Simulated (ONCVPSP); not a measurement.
**What the settings do to the ONCV potential of Ti**

Base potential:

* Element: titanium (Ti)
* Generator: ONCVPSP 4.0.1
* Type: optimised norm-conserving Vanderbilt (ONCV)
* Functional: revPBE
* Relativity: scalar-relativistic
* Frozen core: [Ne]
* Valence charge: 12
* Reference configuration: 3s2 3p6 3d2 4s1 (charge +1)
* Partial waves: 3s+4s: rc 1.40 bohr, ncon 5, nbas 9, qcut 10.5 1/bohr, 2 projectors; 3p: rc 1.35 bohr, ncon 4, nbas 9, qcut 10.3 1/bohr, 2 projectors, debl 3.4 Ha; 3d: rc 1.95 bohr, ncon 3, nbas 8, qcut 9.3 1/bohr, 2 projectors, debl 2.4 Ha
* Local potential: polynomial inside 1.20 bohr (lpopt 5, dvloc0 0 Ha)
* Core correction: none

Cutoffs, loose and tight: the cutoffs (Ha) at which the residual kinetic energy of the hardest occupied pseudo-wave falls to 1 and 0.1 mHa per electron. They do not see the model core or the augmentation charge, which bear on the density cutoff. Test errors are all-electron minus pseudo excitation energies from the reference, over the configurations 3s2 3p6 3d2 4s2; 3s2 3p6 3d2 4s0; 3s2 3p6 3d1 4s0; 3s2 3p6 3d2.5 4s1.5. A dash means not determined; rows that change the core or the reference have their own tests.

| change | outcome | cutoff, loose | cutoff, tight | bound ghosts | GHOST(+) flags above zero | largest test error (meV) |
| --- | --- | --- | --- | --- | --- | --- |
| base | generated | 37 Ha | 43 Ha | none | none | +72 |
| all radii scaled by about 0.77 (s 1.08, p 1.04, d 1.50 bohr); local potential polynomial inside 0.92 bohr (lpopt 5, dvloc0 0 Ha) | failed: ERROR pspot: first pseudo wave function has node, program will stop | – | – | – | – | – |
| all radii scaled by about 0.86 (s 1.20, p 1.16, d 1.68 bohr); local potential polynomial inside 1.04 bohr (lpopt 5, dvloc0 0 Ha) | generated | 40 Ha | 47 Ha | none | s | +47 |
| all radii scaled by about 0.96 (s 1.34, p 1.30, d 1.88 bohr); local potential polynomial inside 1.16 bohr (lpopt 5, dvloc0 0 Ha) | generated | 37 Ha | 44 Ha | none | none | +65 |
| all radii scaled by about 1.03 (s 1.44, p 1.40, d 2.02 bohr); local potential polynomial inside 1.24 bohr (lpopt 5, dvloc0 0 Ha) | generated | 36 Ha | 42 Ha | none | none | +80 |
| all radii scaled by about 1.13 (s 1.58, p 1.52, d 2.20 bohr); local potential polynomial inside 1.36 bohr (lpopt 5, dvloc0 0 Ha) | generated | 33 Ha | 40 Ha | none | none | +108 |
| all radii scaled by about 1.23 (s 1.72, p 1.66, d 2.40 bohr); local potential polynomial inside 1.48 bohr (lpopt 5, dvloc0 0 Ha) | generated | 31 Ha | 37 Ha | none | none | +140 |
| all radii scaled by about 1.29 (s 1.80, p 1.74, d 2.50 bohr); local potential polynomial inside 1.54 bohr (lpopt 5, dvloc0 0 Ha) | generated | 30 Ha | 36 Ha | none | none | +170 |

Reading the sweep of the scale of all radii (base = 1) (base included, trends over the rows without a ghost): The loose cutoff falls from 40 Ha at 0.86 to 30 Ha at 1.29. A larger radius leaves more room for a smooth pseudo-wave, so fewer plane waves are needed; a smaller one forces it to follow the all-electron wave where it bends sharply. The median size of the test errors (rows with all tests solved) rises from 1.1 meV at 0.86 to 4.4 meV at 1.29. More of the atom is replaced by a form fitted at one configuration, so other configurations suffer as the radius grows. The generation fails at 0.77.
